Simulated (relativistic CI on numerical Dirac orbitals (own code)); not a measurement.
**Cr¹⁷⁺: q coefficients and field-shift factors**

Computed by Dirac-Coulomb-Breit CI, separate exchange-only KLI orbitals for each configuration, derivatives by finite differences, unscaled Slater integrals, QED left out (own radial code, finite nucleus).

CI space (outside the closed core 1s2): 2s2 2p3, 2s 2p4, 2p5, 2p4 3s, 2p4 3p, 2p4 3d, 2s2 2p2 3s, 2s2 2p2 3p. Levels of other configurations are missing.

With x = (α/α₀)² − 1 an excitation energy changes as ω = ω₀ + qx; K = 2q/ω₀ is the relative enhancement. Terms are leading LS components, so labels can repeat. The field-shift factor is F = δν/δ⟨r²⟩ for the transition from the lowest level.

Lowest level 2s2 2p3 4S°_3/2.

```csv
Level,ω₀ (cm⁻¹),q (cm⁻¹),K,F (GHz/fm²)
2s2 2p3 2D°_3/2,129090,-7383,-0.114,-0.129
2s2 2p3 2D°_5/2,154621,25540,0.33,0.121
2s2 2p3 2P°_1/2,225770,30860,0.273,-1.53
2s2 2p3 2P°_3/2,264773,91530,0.691,-1.42
2s 2p4 4P_5/2,668594,60900,0.182,-62.1
2s 2p4 4P_3/2,715422,110000,0.308,-62.1
2s 2p4 4P_1/2,733251,120300,0.328,-62.2
2s 2p4 2D_3/2,933929,89900,0.193,-63.2
2s 2p4 2D_5/2,941997,106200,0.225,-63.2
2s 2p4 2S_1/2,1073756,89030,0.166,-63.5
2s 2p4 2P_3/2,1118762,96330,0.172,-65.4
2s 2p4 2P_1/2,1184624,167600,0.283,-65.1
2p5 2P°_3/2,1770027,142700,0.161,-125
```

At this charge energies of transitions that change n are usually good to better than 1 %, and those within a shell (Δn = 0) to a few per cent.
